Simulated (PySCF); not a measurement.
**Effect of structural changes**

Level of theory: PySCF, GIAO PBE0/pcSseg-1 magnetisability, rotational g tensor and spin-rotation constants, non-relativistic, gas phase. Geometry: GFN2-xTB.

Each molecule in one low-energy conformer.

Task: How does the isotropic susceptibility change along this series?
- CCC[O+](C)[BH2-]F (H on C replaced by C2H5)
- C[O+]([BH2-]F)COC(F)(F)F (H on C replaced by OCF3)
- C[O+]([BH2-]F)CC1CC1 (H on C replaced by cPr)
- CC(C)C[O+](C)[BH2-]F (H on C replaced by iPr)
- C=CCC[O+](C)[BH2-]F (H on C replaced by allyl)

Result: 
| molecule | χ, cgs (10⁻⁶ cm³/mol) | magnetisability anisotropy (10⁻³⁰ J/T²) |
| --- | --- | --- |
| CCC[O+](C)[BH2-]F | -71.1 | 104 |
| C[O+]([BH2-]F)COC(F)(F)F | -77.1 | 90 |
| C[O+]([BH2-]F)CC1CC1 | -83.9 | 116 |
| CC(C)C[O+](C)[BH2-]F | -85.4 | 90 |
| C=CCC[O+](C)[BH2-]F | -74.8 | 105 |

The isotropic susceptibility is lowest for CC(C)C[O+](C)[BH2-]F and highest for CCC[O+](C)[BH2-]F.
